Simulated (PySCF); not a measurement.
Multinuclear NMR of C$_{4}$H$_{7}$F$_{3}$OSi$_{2}$

Geometry:
| atom | x (Å) | y (Å) | z (Å) |
| --- | --- | --- | --- |
| O1 | 2.066 | 2.006 | 0.007 |
| C2 | 2.458 | 0.899 | -0.267 |
| Si3 | 1.314 | -0.638 | -0.198 |
| C4 | -0.343 | 0.182 | 0.168 |
| Si5 | -0.435 | 2.015 | 0.728 |
| C6 | -1.478 | -0.495 | 0.032 |
| C7 | -1.530 | -1.916 | -0.428 |
| F8 | -2.723 | -2.485 | -0.216 |
| F9 | -1.283 | -2.045 | -1.750 |
| F10 | -0.621 | -2.706 | 0.182 |
| H11 | 3.518 | 0.769 | -0.560 |
| H12 | 1.423 | -1.299 | -1.497 |
| H13 | 1.795 | -1.464 | 0.909 |
| H14 | -0.272 | 2.895 | -0.421 |
| H15 | -1.838 | 2.149 | 1.169 |
| H16 | 0.394 | 2.217 | 1.909 |
| H17 | -2.454 | -0.072 | 0.223 |

Theory: shieldings: GIAO PBE0/pcSseg-1, GFN2-xTB structure, in PySCF 2.14 (non-relativistic Hamiltonian, a single conformation, gas phase, fast rotation and ring inversion assumed for equivalent nuclei).

Problem. Predict the 19F NMR data.

Solution. 
```
    atoms              environment  σ (ppm)  δ (ppm)
F8/F9/F10  fluorine of a CF3 group    246.9    -62.1
```

Shieldings were converted by a linear fit to measured shifts: 19F: δ = 146.13 − 0.903σ +14.6 on sp3 carbon (rms 6.0 ppm, 223 shifts, 7.0 ppm with the 5 outliers that the fit left out vs CFCl3, solution or neat liquid). A few per cent of atoms miss by over 2 rms, more outside the fitted compound classes.

On a 400 MHz spectrometer 19F resonates near 376.4 MHz, so 1 ppm is 376.4 Hz.

Problem. Predict the 29Si NMR data.

Solution. 
| atoms | environment | σ (ppm) | δ (ppm) |
| --- | --- | --- | --- |
| Si5 | silicon bonded to C, 3 H | 407.7 | -55.2 |
| Si3 | silicon bonded to 2 C, 2 H | 410.3 | -57.3 |

Shieldings were converted by a linear fit to measured shifts: 29Si (scatter 8.9 ppm rms, 25.8 ppm with the 6 outliers that the fit left out vs TMS, solution or neat liquid). A few per cent of atoms miss by over 2 rms, more outside the fitted compound classes.

On a 400 MHz spectrometer 29Si resonates near 79.5 MHz, so 1 ppm is 79.5 Hz.

Problem. What are the 17O shifts?

Solution. 
| atoms | environment | σ (ppm) | δ (ppm) |
| --- | --- | --- | --- |
| O1 | carbonyl oxygen | -552.4 | 769.9 |

Shieldings were converted by a linear fit to measured shifts: 17O: δ = 266.70 − 0.911σ (rms 10.7 ppm, 155 shifts, 12.2 ppm with the 3 outliers that the fit left out vs liquid water, solution or neat liquid). A few per cent of atoms miss by over 2 rms, more outside the fitted compound classes.

On a 400 MHz spectrometer 17O resonates near 54.2 MHz, so 1 ppm is 54.2 Hz.
